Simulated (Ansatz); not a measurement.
Cost and result for the atomization energy of `[BH2][GeH2][Br]` (7 atoms, 6 bonds).

Cartesian coordinates in Å:
```
B 0.857 -0.753 0.618
Ge -0.620 0.385 -0.245
Br 0.192 1.576 -2.067
H 0.582 -1.412 1.576
H 1.967 -0.768 0.186
H -1.781 -0.467 -0.787
H -1.196 1.438 0.719
```

The species carries charge 0 and has multiplicity 1. Correlated methods include outer-core shells of Br, Ge, which these sets cover unevenly. Scalar relativity is left out up to krypton. All single points use the PBE0-D4/def2-TZVP geometry. Program: Ansatz. All runs use 2 threads of an Arm Neoverse V1 on a shared host. Times are those of one run each, without the atoms' runs, and a repeat can differ threefold. Electronic energies, without spin–orbit coupling; frozen cores. CCSD(T)/CBS adds CCSD(T) − MP2 in def2-TZVPP to the MP2 limit, and its time is that of the two runs behind it. T1 = 0.010. With those shells the extrapolation isn't a true limit.

CCSD(T)/CBS is a level of theory with its own doubt, some kJ/mol a heavy atom from the limit and from the frozen cores, so smaller differences don't rank the functionals.

```json
{"level": "LDA (SPW92)/def2-TZVPP", "functions": "183", "wall time": "1.4 s", "atomization (kcal/mol)": "518.8", "difference from CCSD(T)/CBS": "54.1", "per bond": "9.0"}
{"level": "revPBE-D4/def2-TZVPP", "functions": "183", "wall time": "2.5 s", "atomization (kcal/mol)": "452.7", "difference from CCSD(T)/CBS": "-12.0", "per bond": "-2.0"}
{"level": "BLYP-D4/def2-TZVPP", "functions": "183", "wall time": "2.7 s", "atomization (kcal/mol)": "455.5", "difference from CCSD(T)/CBS": "-9.2", "per bond": "-1.5"}
{"level": "PBE-D4/def2-TZVPP (with forces)", "functions": "183", "wall time": "3.1 s", "atomization (kcal/mol)": "462.2", "difference from CCSD(T)/CBS": "-2.5", "per bond": "-0.4"}
{"level": "r2SCAN-D4/def2-TZVPP (with forces)", "functions": "183", "wall time": "6 s", "atomization (kcal/mol)": "467.3", "difference from CCSD(T)/CBS": "2.6", "per bond": "0.4"}
{"level": "B2PLYP/def2-TZVPP", "functions": "183", "wall time": "6.5 s", "atomization (kcal/mol)": "457.5", "difference from CCSD(T)/CBS": "-7.2", "per bond": "-1.2"}
{"level": "CCSD(T)/def2-SVP", "functions": "98", "wall time": "7.5 s", "atomization (kcal/mol)": "435.6", "difference from CCSD(T)/CBS": "-29.1", "per bond": "-4.9"}
{"level": "ωB97X-V/def2-TZVPP", "functions": "183", "wall time": "11 s", "atomization (kcal/mol)": "466.7", "difference from CCSD(T)/CBS": "2.0", "per bond": "0.3"}
{"level": "B97M-V/def2-TZVPP", "functions": "183", "wall time": "14 s", "atomization (kcal/mol)": "468.8", "difference from CCSD(T)/CBS": "4.1", "per bond": "0.7"}
{"level": "ωB97M-V/def2-TZVPP (with forces)", "functions": "183", "wall time": "15 s", "atomization (kcal/mol)": "461.0", "difference from CCSD(T)/CBS": "-3.7", "per bond": "-0.6"}
{"level": "MP2/def2-QZVPP", "functions": "355", "wall time": "25 s", "atomization (kcal/mol)": "461.2", "difference from CCSD(T)/CBS": "-3.5", "per bond": "-0.6"}
{"level": "CCSD(T)/def2-TZVPP", "functions": "183", "wall time": "100 s", "atomization (kcal/mol)": "455.5", "difference from CCSD(T)/CBS": "-9.2", "per bond": "-1.5"}
{"level": "CCSD(T)/CBS(def2)", "functions": "–", "wall time": "2.1 min", "atomization (kcal/mol)": "464.7", "difference from CCSD(T)/CBS": "0.0", "per bond": "0.0"}
```

The D4 term adds +5.1 kcal/mol with B3LYP and +2.7 kcal/mol with PBE0; it sums over pairs of atoms, weighted by their polarisabilities, and B3LYP, whose exchange is more repulsive, gets the larger term. At CCSD(T), def2-SVP lies −29.2 kcal/mol from the extrapolated value and def2-TZVPP −9.2 kcal/mol: correlation converges slowly with the basis, and small sets miss more of it in the bonded molecule than in its fragments. From BLYP to BHLYP (50 % exact exchange), in def2-TZVPP and without D4, the atomization energy moves by +4.4 kcal/mol.

B3LYP here is the variant with VWN-RPA as its local correlation; programs differ in this.
